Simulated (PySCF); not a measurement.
Electron affinity of Au by level of theory

Au⁻ [Xe] 4f14 5d10 6s2 (1S) → Au [Xe] 4f14 5d10 6s1 (2S), as a difference of total energies. Calculation: PySCF 2.14, in aug-cc-pVDZ-PP with ECP60MDF; scalar relativity through the core potential. Correlated levels: valence: 5s2 5p6 frozen. The calculations carry no spin-orbit coupling.

**Question.** Order these methods by the electron affinity they give, lowest first.
A. MP2 (valence)
B. BP86
C. r2SCAN
D. LDA

**Answer.** A (2.066 eV), C (2.203 eV), B (2.459 eV), D (2.620 eV).

Errors of the correlated levels include the incompleteness of this basis and the frozen core.

In the anion the highest occupied orbital energy is positive at LDA, PBE, r2SCAN, BP86, a self-interaction effect; the basis confines that electron, and the energy difference can still be sensible.

For comparison: 2.309 eV (measured; photodetachment measurements, as compiled on the Wikipedia data page of electron affinities).
